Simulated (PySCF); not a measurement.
F$_{3}$In, charge -1, doublet, geometry from GFN2-xTB of the parent state (such geometries of metal compounds can be far from the true shape) (a state made from the parent by changing its charge; the spin is typed, not shown lowest) (all electrons, no relativity) (in this run its highest filled SCF level lies above zero, so its values depend strongly on the basis, on diffuse functions most of all); HF/STO-3G in PySCF.

Here is a job for PySCF.
```python
from pyscf import gto, scf

mol = gto.M(
    atom='''
In    0.00000000    0.00000000    0.00000000
F    -1.67769182   -1.02031088    0.03026648
F     0.01519865    1.84496979   -0.67264826
F     1.66249317   -0.82465891    0.64238177
''',
    basis='sto-3g',
    charge=-1,
    spin=1,
    verbose=4,
)

mf = scf.UHF(mol)
mf.kernel()
mf.analyze()
```

Write the output that PySCF gives for this input, abridged.


```
PySCF version 2.14.0

[INPUT] verbose = 4
[INPUT] num. atoms = 4
[INPUT] num. electrons = 77
[INPUT] charge = -1
[INPUT] spin (= nelec alpha-beta = 2S) = 1
[INPUT] symmetry False subgroup None
[INPUT] Mole.unit = angstrom
[INPUT] Symbol           X                Y                Z      unit          X                Y                Z       unit  Magmom
[INPUT]  1 In     0.000000000000   0.000000000000   0.000000000000 AA    0.000000000000   0.000000000000   0.000000000000 Bohr   0.0
[INPUT]  2 F     -1.677691820000  -1.020310880000   0.030266480000 AA   -3.170378061223  -1.928108125114   0.057195357955 Bohr   0.0
[INPUT]  3 F      0.015198650000   1.844969790000  -0.672648260000 AA    0.028721285963   3.486487611196  -1.271120989565 Bohr   0.0
[INPUT]  4 F      1.662493170000  -0.824658910000   0.642381770000 AA    3.141656775260  -1.558379486082   1.213925612713 Bohr   0.0

nuclear repulsion = 394.303873076735
number of shells = 20
number of NR pGTOs = 126
number of NR cGTOs = 42
basis = sto-3g
ecp = {}

******** <class 'pyscf.scf.uhf.UHF'> ********
method = UHF
initial guess = minao
damping factor = 0
level_shift factor = 0
DIIS = <class 'pyscf.scf.diis.CDIIS'>
diis_start_cycle = 1
diis_space = 8
diis_damp = 0
SCF conv_tol = 1e-09
SCF conv_tol_grad = None
SCF max_cycles = 50
direct_scf = True
direct_scf_tol = 1e-13
number electrons alpha = 39  beta = 38
Set gradient conv threshold to 3.16228e-05
init E= -5960.84705504222

cycle= 1 E= -5976.62984075912  delta_E= -15.8  |g|= 0.289  |ddm|= 1.77
cycle= 2 E= -5976.71810043245  delta_E= -0.0883  |g|= 0.0567  |ddm|= 0.586
cycle= 3 E= -5976.72303399481  delta_E= -0.00493  |g|= 0.0277  |ddm|= 0.123
cycle= 4 E= -5976.72497999545  delta_E= -0.00195  |g|= 0.0133  |ddm|= 0.0942
cycle= 5 E= -5976.7256120961  delta_E= -0.000632  |g|= 0.00415  |ddm|= 0.0723
cycle= 6 E= -5976.72567402077  delta_E= -6.19e-05  |g|= 0.000436  |ddm|= 0.0269
cycle= 7 E= -5976.72567454648  delta_E= -5.26e-07  |g|= 0.000123  |ddm|= 0.00182
cycle= 8 E= -5976.72567458953  delta_E= -4.31e-08  |g|= 1.8e-05  |ddm|= 0.000543
cycle= 9 E= -5976.7256745904  delta_E= -8.67e-10  |g|= 2.08e-06  |ddm|= 7.85e-05
Extra cycle  E= -5976.7256745904  delta_E= 9.09e-13  |g|= 8.93e-07  |ddm|= 4.85e-06
converged SCF energy = -5976.7256745904  <S^2> = 0.79697162  2S+1 = 2.0464326
**** SCF Summaries ****
Total Energy =                       -5976.725674590395101
Nuclear Repulsion Energy =             394.303873076735499
One-electron Energy =                -9102.146096597267388
Two-electron Energy =                 2731.116548930136560
Two-electron Coulomb Energy =         2917.475789268913104
DFT Exchange-Correlation Energy =     -186.359240338776544
**** MO energy ****
                             alpha | beta                alpha | beta
MO #1   energy= -986.516790220293  | -986.515975195505  occ= 1 | 1
MO #2   energy= -145.656803091039  | -145.655403677229  occ= 1 | 1
MO #3   energy= -137.667039470571  | -137.666420149026  occ= 1 | 1
MO #4   energy= -137.666228745068  | -137.665791827436  occ= 1 | 1
MO #5   energy= -137.666228745064  | -137.665791827432  occ= 1 | 1
MO #6   energy= -27.3521528120309  | -27.3501984911563  occ= 1 | 1
MO #7   energy= -25.4012738889315  | -25.3913810707601  occ= 1 | 1
MO #8   energy= -25.4012738886508  | -25.3913810704171  occ= 1 | 1
MO #9   energy= -25.4012043768773  | -25.3913037698044  occ= 1 | 1
MO #10  energy= -24.3697988205563  | -24.367870948364   occ= 1 | 1
MO #11  energy= -24.3662022531173  | -24.3664912138785  occ= 1 | 1
MO #12  energy= -24.3662022531129  | -24.3664912138764  occ= 1 | 1
MO #13  energy= -16.2358881195516  | -16.2341060911864  occ= 1 | 1
MO #14  energy= -16.234643364143   | -16.2341060911852  occ= 1 | 1
MO #15  energy= -16.2346433641401  | -16.2335418011071  occ= 1 | 1
MO #16  energy= -16.2315706644457  | -16.2317620263688  occ= 1 | 1
MO #17  energy= -16.231570664438   | -16.2317620263632  occ= 1 | 1
MO #18  energy= -3.91558007755902  | -3.91113797531685  occ= 1 | 1
MO #19  energy= -2.73697634585872  | -2.72933763688745  occ= 1 | 1
MO #20  energy= -2.72359534368475  | -2.72377099965346  occ= 1 | 1
MO #21  energy= -2.72359534366585  | -2.7237709996513   occ= 1 | 1
MO #22  energy= -1.07431122561836  | -1.02815080841086  occ= 1 | 1
MO #23  energy= -1.06961307525757  | -1.02272692523168  occ= 1 | 1
MO #24  energy= -1.0696130749748   | -1.022726924617    occ= 1 | 1
MO #25  energy= -0.24908631423498  | -0.224352316396636 occ= 1 | 1
MO #26  energy= -0.23815702164076  | -0.224352316324764 occ= 1 | 1
MO #27  energy= -0.238157021493556 | -0.224291782474073 occ= 1 | 1
MO #28  energy= -0.22612925272863  | -0.224291782425418 occ= 1 | 1
MO #29  energy= -0.226129252684013 | -0.223113808669593 occ= 1 | 1
MO #30  energy= -0.17499377991262  | -0.108009238612076 occ= 1 | 1
MO #31  energy= -0.136552798229666 | -0.0950382355763529 occ= 1 | 1
MO #32  energy= -0.136552797942594 | -0.0940248122401302 occ= 1 | 1
MO #33  energy= -0.108233202788553 | -0.0940248119381095 occ= 1 | 1
MO #34  energy= -0.0782653572518432 | -0.0684638981783776 occ= 1 | 1
MO #35  energy= -0.0657392015132734 | -0.0543765551828666 occ= 1 | 1
MO #36  energy= -0.0657392012998567 | -0.0543765548897171 occ= 1 | 1
MO #37  energy= -0.0640135467976444 | 0.0163417365909715 occ= 1 | 1
MO #38  energy= -0.0640135466668802 | 0.0163417372895167 occ= 1 | 1
MO #39  energy= 0.248999299663737  | 0.528029950763302  occ= 1 | 0
MO #40  energy= 0.482392011904966  | 0.609178755293719  occ= 0 | 0
MO #41  energy= 0.727129089341028  | 0.81522019194154   occ= 0 | 0
MO #42  energy= 0.727129090002806  | 0.815220192496515  occ= 0 | 0

To work with the spin densities directly, `use mulliken_meta_spin()` only printing them here.

 ** Mulliken spin pop alpha/beta on meta-lowdin orthogonal AOs **
 ** Mulliken Spin Density (per AO)  **
spin_pop of  0 In 1s        0.00000
spin_pop of  0 In 2s        0.00001
spin_pop of  0 In 3s        0.00006
spin_pop of  0 In 4s        0.00044
spin_pop of  0 In 5s        0.48777
spin_pop of  0 In 2px      -0.00000
spin_pop of  0 In 2py      -0.00000
spin_pop of  0 In 2pz      -0.00000
spin_pop of  0 In 3px      -0.00000
spin_pop of  0 In 3py      -0.00000
spin_pop of  0 In 3pz      -0.00000
spin_pop of  0 In 4px      -0.00021
spin_pop of  0 In 4py      -0.00019
spin_pop of  0 In 4pz      -0.00001
spin_pop of  0 In 5px      -0.10586
spin_pop of  0 In 5py      -0.09594
spin_pop of  0 In 5pz      -0.00283
spin_pop of  0 In 3dxy      0.00000
spin_pop of  0 In 3dyz      0.00000
spin_pop of  0 In 3dz^2     0.00000
spin_pop of  0 In 3dxz      0.00000
spin_pop of  0 In 3dx2-y2    0.00000
spin_pop of  0 In 4dxy     -0.00002
spin_pop of  0 In 4dyz      0.00384
spin_pop of  0 In 4dz^2     0.00798
spin_pop of  0 In 4dxz      0.00118
spin_pop of  0 In 4dx2-y2   -0.00012
spin_pop of  1 F 1s        0.00000
spin_pop of  1 F 2s        0.01404
spin_pop of  1 F 2px       0.16728
spin_pop of  1 F 2py       0.05861
spin_pop of  1 F 2pz      -0.00529
spin_pop of  2 F 1s        0.00000
spin_pop of  2 F 2s        0.01404
spin_pop of  2 F 2px      -0.00514
spin_pop of  2 F 2py       0.20336
spin_pop of  2 F 2pz       0.02238
spin_pop of  3 F 1s        0.00000
spin_pop of  3 F 2s        0.01404
spin_pop of  3 F 2px       0.16417
spin_pop of  3 F 2py       0.03649
spin_pop of  3 F 2pz       0.01994
 ** Mulliken Spin Density (per atom)  **
spin density of  0 In =      0.29609
spin density of  1 F =      0.23464
spin density of  2 F =      0.23464
spin density of  3 F =      0.23464
 ** Mulliken pop alpha/beta on meta-lowdin orthogonal AOs **
 ** Mulliken pop       alpha | beta **
In total            39.00000 | 38.00000
 ** Mulliken atomic charges   ( Nelec_alpha | Nelec_beta ) **
charge of  0In =      0.18839  (    24.55385     24.25776 )
charge of  1F =     -0.39613  (     4.81538      4.58075 )
charge of  2F =     -0.39613  (     4.81538      4.58075 )
charge of  3F =     -0.39613  (     4.81538      4.58075 )

WARN: System has nonzero charge -1; the dipole moment is origin-dependent.
Location of origin: [0. 0. 0.]

Dipole moment(X, Y, Z, Debye):  0.00000, -0.00000, -0.00000
```
